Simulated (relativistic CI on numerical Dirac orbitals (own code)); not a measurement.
# Bi³⁸⁺: q coefficients and field-shift factors

These numbers are calculated, not measured: Dirac-Coulomb-Breit CI, orbitals from a KLI potential per configuration, derivatives by finite differences, unscaled Slater integrals, QED left out (own radial code, finite nucleus).

Configuration list (outside the closed core [Ar] 3d10): 4s2.4p6.4d9, 4s2.4p6.4d8.4f, 4s2.4p5.4d10, 4s.4p6.4d10, 4s2.4p5.4d9.4f, 4s.4p6.4d9.4f, 4s2.4p6.4d8.5s, 4s2.4p4.4d10.4f. Levels of other configurations are missing.

With x = (α/α₀)² − 1 an excitation energy changes as ω = ω₀ + qx; K = 2q/ω₀ is the relative enhancement. Terms are leading LS components, so labels can repeat. The field-shift factor is F = δν/δ⟨r²⟩ for the transition from the lowest level.

Lowest level 4s2.4p6.4d9 2D_5/2.

```csv
Level,ω₀ (cm⁻¹),q (cm⁻¹),F (GHz/fm²)
4s2.4p6.4d9 2D_3/2,253258,258600,11.1
4s2.4p5.4d10 2P°_3/2,1870445,204500,32.9
4s2.4p6.4d8.4f 4F°_5/2,1894118,7041,40.7
4s2.4p6.4d8.4f 4F°_7/2,1907648,15830,41.3
4s2.4p6.4d8.4f 4D°_3/2,1926993,87570,38.8
4s2.4p6.4d8.4f 2I°_13/2,1937051,3666,41.4
4s2.4p6.4d8.4f 2F°_5/2,1937214,18090,41.2
4s2.4p6.4d8.4f 4G°_9/2,1939161,18020,41.9
4s2.4p6.4d8.4f 4H°_11/2,1955143,11420,41.6
4s2.4p6.4d8.4f 2G°_7/2,1969237,20980,41.1
4s2.4p6.4d8.4f 2D°_3/2,1975864,18520,41.8
4s2.4p6.4d8.4f 4I°_15/2,1983016,65780,45.1
4s2.4p6.4d8.4f 2P°_1/2,1983770,71180,44.6
```

At this charge energies of transitions that change n are usually good to better than 1 %, and those within a shell (Δn = 0) to a few per cent.

**Question.** Which transition from the lowest level has the largest |K|?

**Answer.** 4s2.4p6.4d9 2D_3/2 at 253258 cm⁻¹, K = 2.04.
